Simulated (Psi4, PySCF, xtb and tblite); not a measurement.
Internal rotation in SMILES N#Cc1cccc(O)c1, singlet. Scanned: dihedral C6–C7–O8–H13; all other coordinates were relaxed at GFN2-xTB. Points at φ and −φ are mirror images. Heavy atoms are numbered in the order of the SMILES N#Cc1cccc(O)c1, hydrogens after them in the order of the atoms that carry them; the mirror image has the same energies with the sign of each dihedral reversed.

- RHF/3-21G = restricted Hartree-Fock/3-21G, density fitting // GFN2-xTB (PySCF)
- PBE0/def2-SVP // GFN2-xTB (Psi4)
- GFN2-xTB (xtb and tblite)

Energies in kcal/mol, each method relative to its own lowest point.

| φ / ° | RHF/3-21G | PBE0/def2-SVP | GFN2-xTB |
|---|---|---|---|
| -160 | 0.3 | 0.6 | 0.7 |
| -140 | 1.1 | 2.1 | 2.5 |
| -120 | 1.7 | 3.7 | 4.6 |
| -100 | 2.0 | 4.7 | 5.9 |
| -80 | 2.1 | 4.7 | 5.8 |
| -60 | 1.8 | 3.6 | 4.4 |
| -40 | 1.2 | 2.0 | 2.4 |
| -20 | 0.5 | 0.7 | 0.8 |
| 0 | 0.2 | 0.2 | 0.2 |
| 20 | 0.5 | 0.7 | 0.8 |
| 40 | 1.2 | 2.0 | 2.4 |
| 60 | 1.8 | 3.6 | 4.4 |
| 80 | 2.1 | 4.7 | 5.8 |
| 100 | 2.0 | 4.7 | 5.9 |
| 120 | 1.7 | 3.7 | 4.6 |
| 140 | 1.1 | 2.1 | 2.5 |
| 160 | 0.3 | 0.6 | 0.7 |
| 180 | 0.0 | 0.0 | 0.0 |
